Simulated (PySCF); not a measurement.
# Working with the constants of RbH⁺

UHF-CCSD(T) constants of RbH⁺, ²Σ⁺ (doublet), unpaired electrons σ ↑ (Rb def2-SVP with ECP28, H def2-SVP; scalar-relativistic core potentials (PySCF 2.14); masses 84.9118 and 1.0078 u):

| Property | Result |
| --- | --- |
| ωe | 59.7 cm⁻¹ |
| ωexe | 19.3 cm⁻¹ |
| Be | 1.1416 cm⁻¹ |
| αe | 0.564 cm⁻¹ |
| De to Rb⁺ + H | 0.009 eV |

Q: What force constant and bond length do these constants imply?

A: Reduced mass μred = 0.99600 u; k = 5.8918×10⁻⁷·μred·ωe² (u, cm⁻¹, mdyn/Å) = 0.00209 mdyn/Å; Re = √(16.8576/(μred·Be)) (u, cm⁻¹, Å) = 3.850 Å.

Q: Estimate the centrifugal constant D from the Kratzer relation and find the Dunham coefficient a1.

A: D = 4Be³/ωe² = 0.00167 cm⁻¹; a1 = −1 − αeωe/(6Be²) = -5.31.

Correlated steps freeze no core orbitals. The bond is weak. Basis-set superposition, not corrected here, can be much of De in a small basis, most of all at correlated wavefunction levels. Spin–orbit coupling is left out. For an ion De counts to the pair picked by the measured ionisation energies or electron affinities, which need not be the lowest pair at this level. The state is the lowest determinant that a PBE0 search found; another state may lie lower at other levels.
